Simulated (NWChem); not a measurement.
The numbers come from NWChem runs, not from measurements. System: Ge, charge 0, spin multiplicity 3. Its SCF solution wasn't tested for a lower state. Level: UMP2/def2-QZVP, 9 core orbitals frozen.

Output (cleaned and shortened):

```
             Northwest Computational Chemistry Package (NWChem) 7.3.0
             --------------------------------------------------------

                                NWChem Input Module
                                -------------------

 Scaling coordinates for geometry "geometry" by  1.889725989
 (inverse scale =  0.529177249)

                             Geometry "geometry" -> ""
                             -------------------------

 Output coordinates in angstroms (scale by  1.889725989 to convert to a.u.)

  No.       Tag          Charge          X              Y              Z
 ---- ---------------- ---------- -------------- -------------- --------------
    1 Ge                  32.0000     0.00000000     0.00000000     0.00000000

 Effective nuclear repulsion energy (a.u.)       0.0000000000

            Nuclear Dipole moment (a.u.)
            ----------------------------
        X                 Y               Z
 ---------------- ---------------- ----------------
     0.0000000000     0.0000000000     0.0000000000

      Symmetry information
      --------------------

 Group name             D2h
 Group number             26
 Group order               8
 No. of unique centers     1

      Symmetry unique atoms

     1


 Summary of "ao basis" -> "" (spherical)
 ------------------------------------------------------------------------------
       Tag                 Description            Shells   Functions and Types
 ---------------- ------------------------------  ------  ---------------------
 *                         def2-qzvp                  on all atoms

 Summary of "ao basis" -> "ao basis" (spherical)
 ------------------------------------------------------------------------------
       Tag                 Description            Shells   Functions and Types
 ---------------- ------------------------------  ------  ---------------------
 Ge                        def2-qzvp                25       75   11s7p4d2f1g

                                 NWChem SCF Module
                                 -----------------

  ao basis        = "ao basis"
  functions       =    75
  atoms           =     1
  alpha electrons =    17
  beta  electrons =    15
  charge          =   0.00
  wavefunction    = UHF
  use symmetry    = T
  symmetry adapt  = T

 Summary of "ao basis" -> "ao basis" (spherical)
 ------------------------------------------------------------------------------
       Tag                 Description            Shells   Functions and Types
[...]
     2   0 2 0    -15.113644    -11.519554     -3.594090      0.000000
     2   0 1 1      0.000000     -0.000000      0.000000      0.000000
     2   0 0 2    -11.222778     -7.325316     -3.897462      0.000000

                   NWChem MP2 Semi-direct Energy/Gradient Module
                   ---------------------------------------------

  Basis functions       =     75
  Molecular orbitals    =     75
  Frozen core           =      9
  Frozen virtuals       =      0
  Active alpha occupied =      8
  Active beta occupied  =      6
  Active alpha virtual  =     58
  Active beta virtual   =     60
  Use MO symmetry       = T
  Use skeleton AO sym   = T

  AO/Fock/Back tols     =   1.0D-09  1.0D-09  1.0D-09

 GA uses MA = F    GA memory limited = T

 Available:
  local mem=  1.26D+08
 global mem=  1.44D+08
 local disk=  0.00D+00
  mp2_memr nvloc                    58
  nvloc new                    58
   1 passes of   8:        7340032                      49810                   4505857.
   1 passes of   8: M    126150090           G      144167950           F     118810058.

 Semi-direct pass number   1 of   1  for UHF alpha       at        1.7s
  vrange nnbf                  2850
  mp2_eaftype                    17  avail_ma_in_mb                  1099
 EAF : mp2_eaftype filesize          17    2252928.
  mp2_eaf for mointskh                     17
Node 0 wrote     10.6 Mb in      0.0 s     Agg I/O rate:  1846.4 Mb/s
 Done moints_semi at        5.5s
  mp2_eaftype                    17  avail_ma_in_mb                  1082
 EAF : mp2_eaftype filesize          17    2252928.
  mp2_eaf for kh                    17
 Done maket at        5.5s
 Done multipass loop at        5.5s

 GA uses MA = F    GA memory limited = T

 Available:
  local mem=  1.26D+08
 global mem=  1.44D+08
 local disk=  0.00D+00
  mp2_memr nvloc                    60
  nvloc new                    60
   1 passes of   6:        7340032                      41218                   3498097.
   1 passes of   6: M    126150090           G      144167950           F     118810058.

 Semi-direct pass number   1 of   1  for UHF beta        at        5.6s
  vrange nnbf                  2850
  mp2_eaftype                    13  avail_ma_in_mb                  1099
 EAF : mp2_eaftype filesize          13    1749048.
  mp2_eaf for mointskh                     13
Node 0 wrote      8.2 Mb in      0.0 s     Agg I/O rate:  2462.9 Mb/s
 Done moints_semi at        9.3s
  mp2_eaftype                    13  avail_ma_in_mb                  1086
 EAF : mp2_eaftype filesize          13    1749048.
  mp2_eaf for kh                    13
 Done maket at        9.3s
 Done multipass loop at        9.3s

          -------------------------------------------
          SCF energy               -2075.362950929968
          Correlation energy          -0.235450360648
          Singlet pairs                0.000000000000
          Triplet pairs                0.000000000000
          Total MP2 energy         -2075.598401290616
          -------------------------------------------

          ---------------------------------------------------
                    Spin Component Scaled (SCS) MP2
          Same spin pairs                     -0.075921834161
          Same spin scaling factor             0.333333333333
          Opposite spin pairs                 -0.159528526487
          Opposite spin scaling fact.          1.200000000000
          SCS-MP2 correlation energy          -0.216741509838
          Total SCS-MP2 energy             -2075.579692439806
          ---------------------------------------------------

 -----------------------
 Performance information
 -----------------------

 Timer overhead =  9.61D-08 seconds/call

               Nr. of calls         CPU time (s)                 Wall time (s)                GFlops
             ---------------    -------------------     ------------------------------   -------------------
Name         Min   Avg   Max    Min     Avg     Max     Min     Avg     Max   Mx/calls   Min     Max     Sum
mp2: moin     2     2     2    7.5     7.5     7.5      7.5     7.5     7.5     3.7      0.0     0.0     0.0
mp2: make     2     2     2   5.13E-2 5.13E-2 5.13E-2  5.13E-2 5.13E-2 5.13E-2 2.57E-2   0.0     0.0     0.0
mp2: tota     1     1     1    7.7     7.7     7.7      7.7     7.7     7.7     7.7      0.0     0.0     0.0

 The average no. of pstat calls per process was 5.00D+00
 with a timing overhead of 4.80D-07s

 Task  times  cpu:        9.3s     wall:        9.3s

 Total times  cpu:        9.3s     wall:        9.3s
```

**Question.** Write an NWChem input that would produce this output.

**Answer.** This is not unique; one that fits is 
```
start mol
memory heap 200 mb stack 900 mb global 1100 mb
geometry units angstroms nocenter noautoz
  Ge     0.000000     0.000000     0.000000
  symmetry group D2h
end
basis spherical
  * library def2-qzvp
end
scf
  uhf
  nopen 2
  maxiter 100
  thresh 1e-7
  semidirect memsize 60000000 filesize 0
  # guess.movecs holds the orbitals of an unrestricted PBE0 run
  vectors input guess.movecs output mol.movecs
end
mp2
  freeze core 9
end
task mp2 energy
```
